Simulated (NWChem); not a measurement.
**Atomisation of HBBr2**

SMILES: BrBBr
```xyz
4

B      0.0000     0.0000    -0.8382
H      0.0000     0.0000    -2.0462
Br     1.6631     0.0000     0.0891
Br    -1.6631     0.0000     0.0891
```
Charge 0, spin multiplicity 1.

The numbers come from NWChem runs, not from measurements. Structure: optimised with PBE/def2-SVP, a minimum by its harmonic frequencies.

Basis set: def2-TZVP. The atomisation energy is electronic alone: no zero-point, thermal, spin-orbit or counterpoise terms. No value is extrapolated to the basis-set limit. Free atoms are single determinants with multiplicities B 2, H 2, Br 2.

The Hamiltonian is non-relativistic. B3LYP has NWChem's definition, with VWN1-RPA local correlation. The structure started from a generated list of species. No SCF solution was tested for a lower state.

**Question.** Order these methods by the atomisation energy they give, lowest first: PBE, PBE0, BP86, B3LYP.

**Answer.** B3LYP (276.7 kcal/mol), PBE0 (285.0 kcal/mol), BP86 (288.1 kcal/mol), PBE (289.5 kcal/mol)
